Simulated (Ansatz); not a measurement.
One change: `F[CH2][AlH][SiH3]` becomes `F[CH]([SiH3])[AlH][SiH3]`.

Ansatz, PBE0-D4/def2-TZVP geometries, multiplicity 1. Each molecule was computed in one conformer, which needn't be the lowest.

```
                                        property  `F[CH2][AlH][SiH3]`
               LUMO energy (PBE/def2-TZVPP) / eV                -2.73
size of the dipole moment (B3LYP/def2-TZVPP) / D                 1.68
              LUMO energy (PBE0/def2-TZVPP) / eV                -1.98
             HOMO energy (B3LYP/def2-TZVPP) / eV                -7.31
           HOMO energy (ωB97M-V/def2-TZVPP) / eV                -9.56
              HOMO energy (PBE0/def2-TZVPP) / eV                -7.51
```

Problem. What does the change do to each property? (An estimate is asked.)

Solution. Computed: 
| property | `F[CH]([SiH3])[AlH][SiH3]` | shift |
| --- | --- | --- |
| LUMO energy (PBE/def2-TZVPP) / eV | -2.81 | -0.08 |
| size of the dipole moment (B3LYP/def2-TZVPP) / D | 1.13 | -0.55 |
| LUMO energy (PBE0/def2-TZVPP) / eV | -2.06 | -0.08 |
| HOMO energy (B3LYP/def2-TZVPP) / eV | -7.23 | 0.08 |
| HOMO energy (ωB97M-V/def2-TZVPP) / eV | -9.50 | 0.06 |
| HOMO energy (PBE0/def2-TZVPP) / eV | -7.43 | 0.08 |

With PBE0 the HOMO rises by 0.08 eV and the LUMO falls by 0.08 eV, so the gap narrows by about 0.16 eV. PBE moves the HOMO by 0.07 eV and ωB97M-V by 0.06 eV. Dipoles are sizes alone; their direction can turn.

B3LYP here is the variant with VWN-RPA as its local correlation; programs differ in this.
